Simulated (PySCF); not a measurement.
Computed shifts of a molecule C2H6F2Si, KT2/pcSseg-1 run with PySCF, GIAO, gas phase, atoms alike by connectivity averaged where their shifts nearly agree, in ppm (number of nuclei): ¹³C: 82.0 (1), -2.3 (1). ²⁹Si: 24.5 (1). ¹⁹F: -241.5 (1), -331.0 (1). ¹H: 5.72 (1), 5.02 (1), 4.58 (1), 0.50 (3). References: ¹³C against TMS (σ = 185.1 ppm); ²⁹Si against TMS (σ = 361.9 ppm); ¹⁹F against CFCl3 (σ = 127.1 ppm); ¹H against TMS (σ = 31.47 ppm), references at their B3LYP-D3(BJ)/def2-TZVP geometries, non-relativistic. Geometry: ωB97X-D3(BJ)/def2-SVP. Other conformers were not sampled.

Problem. Which structure fits?
(A) C[C@@H](F)[SiH2]F
(B) FC[SiH2]CF
(C) C[Si@H](F)CF
(D) C[SiH2]C(F)F

Solution. C, C[Si@H](F)CF
